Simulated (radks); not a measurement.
Task: The tin anion Sn4-, 54 electrons, occupied as [Xe]. Calculated with a radial shooting solver on a logarithmic mesh with Libxc functionals: scalar-relativistic Kohn-Sham, PBEsol, spin-polarised, spherical densities, finite nucleus; Fermi nuclear charge, rms radius 4.6519 fm; Watson sphere of charge +4 and radius 4.73 bohr. Some entries of the table are withheld. Estimate them.

| orbital | occ. | eigenvalue (hartree) | <r> (bohr) |
|---|---|---|---|
| 1s | 2 | -1065.530 | 0.02907 |
| 2s | 2 | -160.7883 | 0.1256 |
| 2p | 6 | -144.3619 | (1) |
| 3s | 2 | -30.94248 | 0.3396 |
| 3p | 6 | -25.57445 | 0.3379 |
| 3d | 10 | -17.30249 | (2) |
| 4s | 2 | -4.82013 | 0.8185 |
| 4p | 6 | -3.19663 | (3) |
| 4d | 10 | -0.85309 | 1.103 |
| 5s | 2 | -0.33617 | 2.676 |
| 5p | 6 | -0.14558 | 4.079 |

Result: 
(1) 2p <r> (bohr): 0.1096
(2) 3d <r> (bohr): 0.3147
(3) 4p <r> (bohr): 0.8858
